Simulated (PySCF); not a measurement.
A species of formula C3H9Al has this rotational fingerprint, computed with PBE0-D3(BJ)/def2-SVP geometry optimisation, gas phase in PySCF 2.14.0:

```
Rotational constants : A = 10556, B = 3066, C = 2664 MHz
Dipole components    : |μa| = 0.74 D, |μb| = 0.53 D, |μc| = 0.13 D
Inertial defect      : -23.03 u·Å²
κ                    : -0.90
```

**Question.** Which candidate fits, each taken in the one conformer that was computed?
A. AlH2(nPr) (`[H][Al]([H])[CH2]CC`)
B. `[CH3:1][CH2:2][CH2:3][AlH2:4]` with C1–C2–C3–Al4 63°, C2–C3–Al4–H -154° and 28°
C. AlMe3 (`[CH3][Al]([CH3])[CH3]`)

**Answer.** B. It is CC[CH2][AlH2], an asymmetric top, point group C1. The candidates at the same level (rigid rotor, commonest isotopes):

```tsv
SMILES	A (MHz)	B (MHz)	C (MHz)	μa (D)	μb (D)	μc (D)	Δ (u·Å²)	point group	rotor
[CH3][Al]([CH3])[CH3]	4959	4949	2596	0.00	0.00	0.01	-9.38	near C3h	–
CC[CH2][AlH2]	10556	3066	2664	0.74	0.53	0.13	-23.03	C1	asymmetric top
[H][Al]([H])[CH2]CC	21265	2210	2146	0.76	0.35	0.01	-16.89	near Cs	–
```

`[H][Al]([H])[CH2]CC` has A 101 % too high; `[CH3][Al]([CH3])[CH3]` has B 61 % too high. No structure here is proved a minimum.
